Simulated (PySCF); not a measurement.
**Working out the excitation energy of S⁺**

S⁺ [Ne] 3s2 3p3 (4S) → S⁺ [Ne] 3s1 3p3 4s1 (6S). All numbers are calculated (PySCF 2.14, the non-relativistic Hamiltonian (point nucleus), in aug-cc-pwCVDZ). Frozen: nothing. Energies in hartree (1 hartree = 27.21139 eV):

```tsv
part	S⁺ (lower)	S⁺ (upper)
UHF	-397.160287	-396.479596
MP2 opposite-spin	-0.158877	-0.102405
MP2 same-spin	-0.066711	-0.070720
```

**Question.** What does Hartree-Fock give?

**Answer.** (-396.479596) − (-397.160287) = 0.680691 hartree = 18.523 eV.

**Question.** What do MP2 and SCS-MP2 (6/5 opposite-spin, 1/3 same-spin) give?

**Answer.** The opposite-spin parts differ by 1.537 eV and the same-spin parts by -0.109 eV. MP2: 18.523 + (1.537) + (-0.109) = 19.951 eV. SCS-MP2: 18.523 + 1.2 × (1.537) + (-0.109)/3 = 20.331 eV.

A double-zeta basis recovers only part of the correlation energy.
